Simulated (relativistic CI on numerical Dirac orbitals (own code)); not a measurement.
# Ligand-field terms of d5

Computed with a parametric ligand-field model of a d^n configuration (Racah B and C, spin-orbit zeta, crystal field), exact diagonalisation.

Field parameters in Wybourne normalisation: Oh B⁴₀ = 21Dq, B⁴₄ = √(5/14) B⁴₀; Td as Oh with Dq negative (B⁴₀ = 21Dq, B⁴₄ = √(5/14) B⁴₀). The field is a parameter set, without covalency.

(1) Ground term and bands for B = 740, C = 2980, ζ = 0 cm⁻¹, Oh, 10Dq = 26550 cm⁻¹?

(2) Ground term and bands for B = 790, C = 3220, ζ = 0 cm⁻¹, Oh, 10Dq = 35550 cm⁻¹?

(3) Ground term and bands for B = 850, C = 3860, ζ = 0 cm⁻¹, Td, 10Dq = -4850 cm⁻¹?

(4) Ground term and bands for B = 550, C = 2850, ζ = 0 cm⁻¹, Td, 10Dq = -2600 cm⁻¹?

(5) Ground term and bands for B = 470, C = 2280, ζ = 0 cm⁻¹, Oh, 10Dq = 37500 cm⁻¹?

Answers

(1) Ground term 2T2 with 0.05 electrons in the two orbitals of the cubic e set. Spin-allowed: 2A2 22870 cm⁻¹ (437 nm), 2T1 23136 cm⁻¹ (432 nm), 2T2 25025 cm⁻¹ (400 nm), 2E 26681 cm⁻¹ (375 nm). Lowest spin-forbidden: 4T1 12412 cm⁻¹ (806 nm), 6A1 14089 cm⁻¹ (710 nm), 4T2 17889 cm⁻¹ (559 nm).

(2) Ground term 2T2 with 0.03 electrons in the two orbitals of the cubic e set. Spin-allowed: 2A2 31383 cm⁻¹ (319 nm), 2T1 31666 cm⁻¹ (316 nm), 2T2 33819 cm⁻¹ (296 nm), 2E 35581 cm⁻¹ (281 nm). Lowest spin-forbidden: 4T1 20099 cm⁻¹ (498 nm), 4T2 26066 cm⁻¹ (384 nm), 6A1 28796 cm⁻¹ (347 nm).

(3) Ground term 6A1 with 2.00 electrons in the two orbitals of the cubic e set. Spin-allowed: none. Lowest spin-forbidden: 4T1 25161 cm⁻¹ (397 nm), 4T2 27188 cm⁻¹ (368 nm), 4A1+E 27800 cm⁻¹ (360 nm). A high-spin d5 ion has no spin-allowed d-d band, hence its pale colour.

(4) Ground term 6A1 with 2.00 electrons in the two orbitals of the cubic e set. Spin-allowed: none. Lowest spin-forbidden: 4T1 18608 cm⁻¹ (537 nm), 4T2 19500 cm⁻¹ (513 nm), 4A1+E 19750 cm⁻¹ (506 nm). A high-spin d5 ion has no spin-allowed d-d band, hence its pale colour.

(5) Ground term 2T2 with 0.02 electrons in the two orbitals of the cubic e set. Spin-allowed: 2A2 34451 cm⁻¹ (290 nm), 2T1 34613 cm⁻¹ (289 nm), 2T2 36070 cm⁻¹ (277 nm), 2E 37209 cm⁻¹ (269 nm). Lowest spin-forbidden: 4T1 26643 cm⁻¹ (375 nm), 4T2 30283 cm⁻¹ (330 nm), 6A1 45917 cm⁻¹ (218 nm).
